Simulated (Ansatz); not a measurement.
Reaction (ligand exchange at a Ga–C bond): `O/[C]([GaH2])=N/[SiH3]` + `PP` → `P[PH][GaH2]` + `O/C=N/[SiH3]`

Calculated with Ansatz (gas phase, PBE0-D4/def2-TZVP geometries, no zero-point term in ΔE). CCSD(T)/CBS is the MP2 limit (def2-TZVPP, def2-QZVPP) plus CCSD(T) − MP2 in def2-TZVPP, frozen cores. This one scheme is used for every species. Double bonds are as drawn, so ΔE can hold a change between cis and trans. DFT in def2-TZVPP. B3LYP here is the variant with VWN-RPA as its local correlation; programs differ in this. For Ga outer-core shells are correlated without core-valence functions, which leaves a few kJ/mol of doubt a bond. Scalar relativity is left out up to krypton. One conformer a species, not always the lowest.

```
             level  ΔE (eV)
         r2SCAN-D4    -0.57
           ωB97M-V    -0.46
            B2PLYP    -0.51
             B3LYP    -0.50
    MP2/def2-TZVPP    -0.54
SCS-MP2/def2-TZVPP    -0.49
SCS-MP2/def2-QZVPP    -0.51
     MP2/CBS(def2)    -0.58
```

(1) What does CCSD(T)/CBS give? (Estimate.)

Largest T1 diagnostic among the species: 0.015.

## Answers

(1) Computed: -0.51 eV. The listed levels differ from it by -0.06, 0.05, 0.00, 0.01, -0.03, 0.02, 0.00, -0.07 eV.
